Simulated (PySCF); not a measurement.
These 2 structures share the formula C4H8OSi. Method: PBE0-D3(BJ)/def2-SVP geometry optimisation, gas phase in PySCF. Energies are electronic, without zero-point or thermal terms, for one conformer each. No frequencies were run at this level. Point groups hold within 0.08 Å.

Question: Order them by energy at this level, lowest first, and give relative energies in kcal/mol.
A. `[CH3:1][O:2][C@@H:3]1[CH:4]=[CH:5][SiH2:6]1` with C1–O2–C3–C4 177°
B. `[CH2:1]=[CH:2][C:3](=[CH2:4])[O:5][SiH3:6]` with C1–C2–C3–C4 180°, C2–C3–O5–Si6 179°

Answer: B (0.0), A (30.0).

As drawn, the lower has an Si–O bond, which the higher lacks; the higher has a four-membered ring and an Si–C bond, which the lower lacks.

```
             SMILES      E (Eh)  E rel (kcal/mol)  dipole (D)  point group     A, B, C (MHz)
    C=CC(=C)O[SiH3]  -521.28718               0.0        0.48           Cs  5426, 1835, 1394
CO[C@@H]1C=C[SiH2]1  -521.23934              30.0        0.89           C1  5651, 2171, 1689
```
